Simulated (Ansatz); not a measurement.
**Energy profile**

The step: MgHCl ([MgH][Cl]) + H₂O → MgHClO ([OH][Mg][Cl]) + H₂; bonds formed: H2–H4; dative contacts that become bonds: Mg1–O5; bonds broken: Mg1–H2, H4–O5 (atoms numbered as in the saddle structure below).

Mg1  (-0.315, -0.483, -0.654)
H2  (-0.627, 1.347, -0.383)
Cl3  (-0.774, -2.143, -2.000)
H4  (0.005, 1.030, 0.423)
O5  (0.586, 0.098, 0.913)
H6  (1.125, 0.150, 1.702)
(Å)

Electronic energies by CCSD(T) at an estimated basis limit (MP2 extrapolated from triple and quadruple zeta, plus CCSD(T) − MP2 in triple zeta), on PBE0-D4/def2-TZVP structures; MgH3ClO, singlet; no counterpoise correction. Program: Ansatz 0.2.0. Basis: def2-TZVPP and def2-QZVPP. Cores are frozen in the correlated methods. The outer core shell of Li, Na, Mg and K is correlated. The def2 sets are not built for correlating such inner shells, so the correlated values are less sure here. Extrapolation: Hartree–Fock as exp(−7.88 √X), correlation as X^−2.97.

(1) Give the profile in kJ/mol, counted from the separated reactants. (An estimate is asked for; the value comes from the calculation.)

The T1 diagnostic stays at or below 0.011.

## Answers

(1) By the calculation:
| point | kJ/mol |
| --- | --- |
| separated: MgHCl (linked as [MgH][Cl]; Mg1, H2, Cl3; singlet) + H2O (H4, O5, H6; singlet) | 0.0 |
| start structure | -89.9 |
| saddle | -35.9 |
| end structure | -115.0 |
| separated: MgHClO (linked as [OH][Mg][Cl]; Mg1, Cl3, O5, H6; singlet) + H2 (H2, H4; singlet) | -98.6 |
The saddle lies below the separated reactants: the barrier is submerged.

For scale, one of the runs: CCSD(T)/def2-TZVPP, 147 basis functions, launched by `ansatz run in.yaml --threads 2 --pin off --events-out ev --progress --plain --max-ram 4352MiB`. The run took 31 s on 2 CPU threads of an AMD EPYC 7R43 (shared host), with 1 GiB of host memory at its peak.
